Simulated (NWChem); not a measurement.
System: C$_{3}$H$_{4}$F$_{2}$O; SMILES CC(=O)C(F)F

Input file for NWChem:

```
start job
memory heap 200 mb stack 900 mb global 1100 mb
geometry units angstroms noautoz
  C      1.364102    -1.058693     0.000000
  C     -0.121460    -0.795923     0.000000
  O     -0.979343    -1.652703     0.000000
  C     -0.541457     0.683931     0.000000
  F     -0.017201     1.294437     1.104565
  F     -0.017201     1.294437    -1.104565
  H      1.552445    -2.133343     0.000000
  H      1.822060    -0.593783    -0.880678
  H      1.822060    -0.593783     0.880678
  H     -1.629187     0.797101     0.000000
end
basis spherical
  * library def2-svp
end
dft
  xc xpbe96 cpbe96
  iterations 150
  mulliken
end
task dft energy
```

Parts of the log:

```
             Northwest Computational Chemistry Package (NWChem) 7.3.0
             --------------------------------------------------------

 CS  symmetry detected

                             Geometry "geometry" -> ""
                             -------------------------

 Output coordinates in angstroms (scale by  1.889725989 to convert to a.u.)

  No.       Tag          Charge          X              Y              Z
 ---- ---------------- ---------- -------------- -------------- --------------
    1 C                    6.0000     1.34527569    -1.10292176     0.00000000
    2 C                    6.0000    -0.13342650    -0.80395291     0.00000000
    3 O                    8.0000    -1.01197612    -1.63952802     0.00000000
    4 C                    6.0000    -0.51716042     0.68571606     0.00000000
    5 F                    9.0000     0.02184771     1.28323774     1.10456500
    6 F                    9.0000     0.02184771     1.28323774    -1.10456500
    7 H                    1.0000     1.50731972    -2.18185060     0.00000000
    8 H                    1.0000     1.81445016    -0.64933367    -0.88067800
    9 H                    1.0000     1.81445016    -0.64933367     0.88067800
   10 H                    1.0000    -1.60180246     0.82541452     0.00000000

 Effective nuclear repulsion energy (a.u.)     244.9721381112

      Symmetry information
      --------------------

 Group name             Cs
 Group number              2
 Group order               2
 No. of unique centers     8

  pbe96 is a nonlocal functional; adding pw91lda local functional.

                                 NWChem DFT Module
                                 -----------------

 Summary of "ao basis" -> "ao basis" (spherical)
 ------------------------------------------------------------------------------
       Tag                 Description            Shells   Functions and Types
 ---------------- ------------------------------  ------  ---------------------
 C                          def2-svp                 6       14   3s2p1d
 O                          def2-svp                 6       14   3s2p1d
 F                          def2-svp                 6       14   3s2p1d
 H                          def2-svp                 3        5   2s1p

      Symmetry analysis of basis
      --------------------------

        a'         67
        a"         37

            General Information
            -------------------
          SCF calculation type: DFT
          Wavefunction type:  closed shell.
          No. of atoms     :    10
          No. of electrons :    48
           Alpha electrons :    24
            Beta electrons :    24
          Charge           :     0
          Spin multiplicity:     1
          Use of symmetry is: on ; symmetry adaption is: on
          Maximum number of iterations: 150
          AO basis - number of functions:   104
                     number of shells:    48
          Convergence on energy requested:  1.00D-06
          Convergence on density requested:  1.00D-05
          Convergence on gradient requested:  5.00D-04

              XC Information
              --------------
          PerdewBurkeErnzerhof Exchange Functional  1.000
            Perdew 1991 LDA Correlation Functional  1.000 local
           PerdewBurkeErnz. Correlation Functional  1.000 non-local

             Grid Information
             ----------------
          Grid used for XC integration:  medium
          Radial quadrature: Mura-Knowles
          Angular quadrature: Lebedev.
          Tag              B.-S. Rad. Rad. Pts. Rad. Cut. Ang. Pts.
          ---              ---------- --------- --------- ---------
          C                   0.70       49          10.0       434
          O                   0.60       49           9.0       434
          F                   0.50       49          10.0       434
          H                   0.35       45          11.0       434
          Grid pruning is: on
          Number of quadrature shells:   380
          Spatial weights used:  Erf1

      Superposition of Atomic Density Guess
      -------------------------------------

 Sum of atomic energies:        -388.14772422

      Non-variational initial energy
      ------------------------------

 Total energy =    -390.621435
 1-e energy   =   -1021.677389
 2-e energy   =     386.083815
 HOMO         =      -0.303065
 LUMO         =      -0.032928

      Symmetry analysis of molecular orbitals - initial
      -------------------------------------------------

  Numbering of irreducible representations:

     1 a'          2 a"

  Orbital symmetries:

     1 a'          2 a"          3 a'          4 a'          5 a'
     6 a'          7 a'          8 a'          9 a"         10 a'
    11 a'         12 a'         13 a"         14 a'         15 a'
    16 a"         17 a'         18 a"         19 a"         20 a'
    21 a'         22 a"         23 a'         24 a'         25 a"
    26 a'         27 a'         28 a"         29 a'         30 a'
    31 a"         32 a'         33 a'         34 a'

     ---------------------------------------------
      Total Density - Mulliken Population Analysis
     ---------------------------------------------

    Atom       Charge   Shell Charges
 -----------   ------   -------------------------------------------------------
    1 C    6     6.25   1.99  0.97  0.14  2.09  1.04  0.02
    2 C    6     5.48   1.99  0.95  0.25  1.55  0.66  0.09
    3 O    8     8.70   1.99  1.14  0.67  3.05  1.84  0.01
    4 C    6     5.06   1.99  0.90  0.18  1.45  0.46  0.09
    5 F    9     9.43   1.99  1.14  0.78  3.45  2.07  0.00
    6 F    9     9.43   1.99  1.14  0.78  3.45  2.07  0.00
    7 H    1     0.90   0.67  0.21  0.03
    8 H    1     0.87   0.65  0.19  0.03
    9 H    1     0.87   0.65  0.19  0.03
   10 H    1     1.00   0.73  0.26  0.02

   convergence    iter        energy       DeltaE   RMS-Dens  Diis-err
 ---------------- ----- ----------------- --------- --------- ---------
 d= 0,ls=0.0,diis     1   -390.6945550096 -6.36D+02  3.32D-02  1.89D+00
 d= 0,ls=0.0,diis     2   -389.6145865469  1.08D+00  2.53D-02  1.30D+01
 d= 0,ls=0.0,diis     3   -390.8912645834 -1.28D+00  5.88D-03  2.26D-01
 d= 0,ls=0.0,diis     4   -390.8955804158 -4.32D-03  2.97D-03  1.82D-01
 d= 0,ls=0.0,diis     5   -390.9130866369 -1.75D-02  3.74D-04  3.13D-03
  Resetting Diis
 d= 0,ls=0.0,diis     6   -390.9133304520 -2.44D-04  1.10D-04  9.66D-05
 d= 0,ls=0.0,diis     7   -390.9133418414 -1.14D-05  4.51D-05  4.10D-06
 d= 0,ls=0.0,diis     8   -390.9133400544  1.79D-06  3.27D-05  2.10D-05
 d= 0,ls=0.0,diis     9   -390.9133422068 -2.15D-06  7.73D-06  1.17D-06
 d= 0,ls=0.0,diis    10   -390.9133423284 -1.22D-07  1.15D-06  2.39D-08

         Total DFT energy =     -390.913342328382
      One electron energy =    -1024.452345621767
           Coulomb energy =      435.366924615732
    Exchange-Corr. energy =      -46.800059433557
 Nuclear repulsion energy =      244.972138111211

 Numeric. integr. density =       48.000014886551

                  Occupations of the irreducible representations
                  ----------------------------------------------

                     irrep           alpha         beta
                     --------     --------     --------
                     a'               17.0         17.0
                     a"                7.0          7.0

                       DFT Final Molecular Orbital Analysis
                       ------------------------------------

 Vector   22  Occ=2.000000D+00  E=-3.374733D-01  Symmetry=a"
              MO Center= -4.3D-02, -7.8D-01,  6.3D-15, r^2= 3.2D+00
   Bfn.  Coefficient  Atom+Function         Bfn.  Coefficient  Atom+Function
  ----- ------------  ---------------      ----- ------------  ---------------
    34      0.425129   3 O  pz               37      0.273820   3 O  pz
    20      0.234921   2 C  pz                6     -0.222577   1 C  pz
    90      0.176675   8 H  s                95     -0.176675   9 H  s
    62      0.141589   5 F  pz               76      0.141589   6 F  pz
    23      0.134605   2 C  pz               61     -0.128646   5 F  py

 Vector   23  Occ=2.000000D+00  E=-3.158621D-01  Symmetry=a'
              MO Center= -3.8D-01,  5.4D-01,  2.9D-15, r^2= 2.8D+00
   Bfn.  Coefficient  Atom+Function         Bfn.  Coefficient  Atom+Function
  ----- ------------  ---------------      ----- ------------  ---------------
    60      0.312989   5 F  px               74      0.312989   6 F  px
   100     -0.289555  10 H  s                17      0.232265   2 C  s
    19      0.215151   2 C  py               46      0.214743   4 C  px
    32     -0.211797   3 O  px               63     -0.210682   5 F  px
    77     -0.210682   6 F  px               61     -0.173473   5 F  py

 Vector   24  Occ=2.000000D+00  E=-2.216066D-01  Symmetry=a'
              MO Center= -5.7D-01, -1.1D+00, -4.1D-17, r^2= 2.2D+00
   Bfn.  Coefficient  Atom+Function         Bfn.  Coefficient  Atom+Function
  ----- ------------  ---------------      ----- ------------  ---------------
    33      0.410647   3 O  py               32     -0.372307   3 O  px
    36      0.288405   3 O  py                3      0.274395   1 C  s
    35     -0.263764   3 O  px               45     -0.257654   4 C  s
    47      0.233496   4 C  py                4     -0.224960   1 C  px
     7     -0.189300   1 C  px               44     -0.153000   4 C  s

[...]
```

Level: PBE/def2-SVP. Structure relaxed at the B3LYP/6-31G* (spherical d) level.
